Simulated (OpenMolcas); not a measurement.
## How basis sets differ on C2H3BN (SMILES C[B]C#N)

C2H3BN has 7 atoms, charge 0, and is taken as a doublet. As SMILES, `C[B]C#N`. The coordinates come from a GFN2-xTB relaxation.

Each level gives the dipole moment (D). The values are calculated.

```csv
level,kind,program,value (D),CPU time
UHF/STO-3G,Hartree–Fock,OpenMolcas,2.98,2.4 s
UHF/3-21G,Hartree–Fock,OpenMolcas,3.86,3.2 s
UHF/def2-SVP,Hartree–Fock,OpenMolcas,4.14,18 s
UHF/def2-SVPD,Hartree–Fock,OpenMolcas,4.29,36 s
```

The values span 2.98 to 4.29 D. Spin contamination of the reference (⟨S²⟩ at least 0.1 too high) touches UHF/STO-3G, UHF/3-21G, UHF/def2-SVP, UHF/def2-SVPD. Sets without polarisation functions give poor dipoles. CPU times are rough (shared hosts, several kinds of processor): they show what a rung costs within a factor of a few.
